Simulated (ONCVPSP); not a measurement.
**Before and after: ONCV potential for Sn (Z = 50)**

```json
{
  "Element": "tin (Sn)",
  "Generator": "ONCVPSP 4.0.1",
  "Type": "optimised norm-conserving Vanderbilt (ONCV)",
  "Functional": "PBE",
  "Relativity": "fully relativistic",
  "Frozen core": "[Kr]",
  "Valence charge": "14",
  "Reference configuration": "4d10 5s2 5p2",
  "Partial waves": "5s: rc 1.60 bohr, ncon 3, nbas 6, qcut 4.1 1/bohr, 1 projector; 5p: rc 2.15 bohr, ncon 4, nbas 8, qcut 3.3 1/bohr, 2 projectors, debl 3.6 Ha; 4d: rc 1.10 bohr, ncon 4, nbas 7, qcut 7.3 1/bohr, 2 projectors, debl 1.5 Ha; f scattering state at 0.03 Ha: rc 2.20 bohr, ncon 4, nbas 7, qcut 5.5 1/bohr, 1 projector",
  "Local potential": "polynomial inside 1.00 bohr (lpopt 5, dvloc0 0 Ha)",
  "Core correction": "none"
}
```

Open shells are filled in proportion to 2j + 1.

Change: scalar-relativistic.

Cutoffs: the cutoffs (Ha) at which the residual kinetic energy of the hardest occupied pseudo-wave falls to 1 and 0.1 mHa per electron; they do not see the model core or the augmentation charge, which bear on the density cutoff. Errors are all-electron minus pseudo energies relative to the spin-unpolarised reference configuration.

Task: How do hardness, ghosts and transferability respond?

Result: The potential gets neither clearly harder nor softer (124 Ha and 146 Ha → 123 Ha and 146 Ha); both files keep a bound ghost (d, p, s); of the 4 tests that both files solve, the error grows in 1 and shrinks in 2 by more than 15 % and 0.3 meV (median size 7.5 → 5.4 meV).

| quantity | base | changed |
| --- | --- | --- |
| cutoff, loose | 124 Ha | 123 Ha |
| cutoff, tight | 146 Ha | 146 Ha |
| loose cutoff by channel | s 20 Ha, p 5.3 Ha, d 124 Ha | s 19 Ha, p 5.0 Ha, d 123 Ha |
| bound ghosts | s, p3/2, d5/2, p1/2, d3/2 | s, p, d |
| GHOST(+) flags under 300 eV | s at 36.1 eV, f7/2 at 77.8 eV, f5/2 at 78.5 eV | s at 36.2 eV, f at 76.8 eV |
| error for 4d10 5s2 5p1, meV [ΔE 6.89 → 6.87 eV] | 0.0 | -1.3 |
| error for 4d10 5s2 5p0, meV [ΔE 20.86 → 20.83 eV] | +9.4 | +4.6 |
| error for 4d10 5s1 5p0, meV [ΔE 51.83 → 51.80 eV] | +51 | +41 |
| error for 4d10 5s0 5p4, meV [ΔE 14.15 → 14.19 eV] | -5.6 | -6.1 |
| s: phases at 1.63 bohr within 0.05 rad from the reference energy up to (Ha; the scan ends near 5) | 0.1 | 0.1 |

 A true bound ghost makes a file unfit for plane-wave use even where its test errors are small: the radial tests pick states by their node count and pass the ghost by.
